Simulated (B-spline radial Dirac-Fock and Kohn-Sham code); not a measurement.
# Kr⁺ 4s: cross section and angular parameters

System: Kr⁺, configuration [Ar] 3d10 4s2 4p5; threshold 38.49 eV (orbital energy of the model). The computed values come from an atomic code on a B-spline grid: Dirac-Hartree-Slater photoionisation with a Latter tail; cross sections with all multipoles, angular parameters from the dipole term and its interference with E2.

Input file task.json (cfg lists n, l and occupation; rrms is the nuclear radius in fm):

```json
{"items": [{
  "Z": 36,
  "q": 1,
  "cfg": [[1, 0, 2], [2, 0, 2], [2, 1, 6], [3, 0, 2], [3, 1, 6], [3, 2, 10], [4, 0, 2], [4, 1, 5]],
  "A": 84,
  "rrms": 4.1884,
  "do": "xps",
  "hv": [60, 80, 89.8, 95.4, 128.0, 132.0, 186.0, 192.0, 224.0, 234.0, 300, 355.0, 357.0, 400, 600, 679.0, 835.0, 850.0, 1253.6, 1420.0, 2000, 2260.0, 2430.0, 3500.0, 5414.7, 6430.0, 7020.0, 8520.0, 8610.0, 11500.0]
}]}
```

Command: `python xray2_run.py task.json out`

For linearly polarised light dσ/dΩ = σ/(4π) [1 + β P₂(cos θ) + (δ + γ cos²θ) sin θ cos φ], with θ from the polarisation vector and φ the angle between the beam and the projection of the electron momentum on the plane normal to the polarisation.

```
hν (eV)  σ (kb)      β       γ
     60     201  1.979  -0.061
     80     196  1.988   0.081
   89.8     183  1.990   0.120
   95.4       ?      ?       ?
    128     132  1.993   0.208
    132     128  1.994   0.213
    186    83.3  1.995   0.244
    192    79.8  1.995   0.245
    224    64.3  1.996   0.246
    234    60.3  1.996   0.245
    300    41.9  1.996   0.229
    355    32.7  1.997   0.210
    357    32.5  1.997   0.209
    400    27.3  1.997   0.191
    600    14.4  1.997   0.107
    679    11.8  1.997   0.078
    835    8.33  1.998   0.028
    850    8.08  1.998   0.024
 1253.6    4.12  1.998  -0.053
   1420    3.29  1.998  -0.067
   2000    1.74  1.998  -0.066
   2260    1.38  1.998  -0.048
   2430    1.20  1.998  -0.032
   3500   0.581  1.998   0.110
 5414.7   0.233  1.998   0.424
   6430   0.160  1.998   0.591
   7020   0.132  1.998   0.686
   8520  0.0852  1.998   0.916
   8610  0.0832  1.998   0.929
  11500  0.0424  1.997   1.334
```

Question: Give the values at 95.4 eV.

Answer: σ = 175 kb, β = 1.991, γ = 0.139. For an s subshell δ is negligible.
